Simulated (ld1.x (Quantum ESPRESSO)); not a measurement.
**Building the ultrasoft potential for nickel (LDA (PZ), scalar-relativistic).**

- Element: Ni
- Generator: ld1.x (Quantum ESPRESSO) 7.5
- Type: ultrasoft
- Functional: LDA (PZ)
- Relativity: scalar-relativistic
- Frozen core: [Ar]
- Valence charge: 10
- Reference configuration: 3d8 4s2 4p0
- Partial waves: 4s (bound): rcut 2.00, rcutus 2.50 bohr; 4s channel at 1.45 Ry: rcut 2.00, rcutus 2.50 bohr; 4p (bound, empty): rcut 2.55, rcutus 3.55 bohr; 4p channel at 0.3 Ry: rcut 2.55, rcutus 3.55 bohr; 3d (bound): rcut 0.75, rcutus 1.00 bohr; 3d channel at -0.1 Ry: rcut 0.75, rcutus 1.00 bohr
- Local potential: all-electron potential smoothed inside 3.15 bohr (lloc = -1)
- Core correction: Bessel-smoothed model core inside 0.95 bohr
- Augmentation charge: PSQ, inside the norm-conserving radii

What the tests gave:

| Item | Value |
| --- | --- |
| Cutoffs needed | 140 Ry and 230 Ry (the cutoffs (Ry, on a coarse ladder) from which the occupation-weighted sum of valence levels, in a spherical-Bessel basis at the reference potential, stays within 10 and 1 mRy of its value at 400 Ry) |
| Ghost test | no extra level below or beside the all-electron valence levels (s, p, d, f tested) (spherical-Bessel basis up to 400 Ry, 20 bohr box) |
| Largest excitation error | -1213 meV (all-electron minus pseudo) for 3d6 4s0 4p0, out of 7 test configurations |
| Lowest eigenvalue of the overlap operator | 0.44 (s channel) |
| Density cutoff estimated by the generator | 723 Ry |

Generation and tests took about 1.9 s on one core of a shared server CPU.
